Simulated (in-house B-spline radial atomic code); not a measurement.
Inner-shell binding energies (edges) and X-ray emission energies of free atoms and ions, as differences of relaxed hole-state energies with first-order Breit, QED and recoil terms, without correlation or multiplet splittings, in NIST's listed ground configurations. For neutral atoms such line energies lie within some 1 to 5 eV of tabulated X-ray lines (up to 20 eV for the heaviest). K = 1s, L1 = 2s, L3 = 2p3/2, M3 = 3p3/2. A dash marks a subshell that is part filled or wasn't run, or a line left out. Computed with a B-spline radial code for spherical atoms: Dirac-Hartree-Fock, average of the configuration, finite nuclei.

```json
{"ion": "Lu", "configuration": "[Xe] 4f14 5d1 6s2", "L1 edge (eV)": "10884.5", "K-L3 (eV)": "54064.9", "K-M3 (eV)": "61281.4"}
{"ion": "Hf+", "configuration": "[Xe] 4f14 5d1 6s2", "L1 edge (eV)": "?", "K-L3 (eV)": "?", "K-M3 (eV)": "?"}
{"ion": "Ta2+", "configuration": "[Xe] 4f14 5d3", "L1 edge (eV)": "11711.5", "K-L3 (eV)": "57529.6", "K-M3 (eV)": "65212.3"}
{"ion": "W3+", "configuration": "[Xe] 4f14 5d3", "L1 edge (eV)": "?", "K-L3 (eV)": "?", "K-M3 (eV)": "?"}
{"ion": "Re4+", "configuration": "[Xe] 4f14 5d3", "L1 edge (eV)": "12593.3", "K-L3 (eV)": "61136.5", "K-M3 (eV)": "69300.3"}
{"ion": "Os5+", "configuration": "[Xe] 4f14 5d3", "L1 edge (eV)": "13052.8", "K-L3 (eV)": "62994.8", "K-M3 (eV)": "71404.7"}
{"ion": "Ir6+", "configuration": "[Xe] 4f14 5d3", "L1 edge (eV)": "13524.9", "K-L3 (eV)": "64891.3", "K-M3 (eV)": "73551.2"}
{"ion": "Pt7+", "configuration": "[Xe] 4f14 5d3", "L1 edge (eV)": "14009.6", "K-L3 (eV)": "66825.9", "K-M3 (eV)": "75739.5"}
```

(1) Fill in the row of Hf+.

(2) Fill in the row of W3+.

Answers

(1) L1 edge (eV): 11295.5; K-L3 (eV): 55779.6; K-M3 (eV): 63227.4.

(2) L1 edge (eV): 12146.2; K-L3 (eV): 59314.8; K-M3 (eV): 67236.2.
